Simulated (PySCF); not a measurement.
Computed with PBE0-D4/def2-TZVP (PySCF). All species are isolated molecules in the gas phase. One relaxed conformer stands for a flexible species; it need not be the lowest. Excitations are Tamm–Dancoff values on a coarser integration grid. The basis has no diffuse functions, so Rydberg states are missing or too high.

Reference species (SMILES): `O[SiH3]` (neutral, multiplicity 1).

- HOMO = -8.73 eV
- S1 oscillator strength = 0.002
- S1–T1 gap (TDA) = 0.42 eV

Changed species: `C(#CC)[SiH2]O` (X = propynyl; the reference has X = H).

Question: Give the shifts of the HOMO, S1 oscillator strength and S1–T1 gap (TDA).

Answer: the HOMO rises by 1.00 eV, to -7.73 eV; the S1 oscillator strength stays essentially unchanged; the S1–T1 gap (TDA) rises by 0.45 eV, to 0.87 eV.
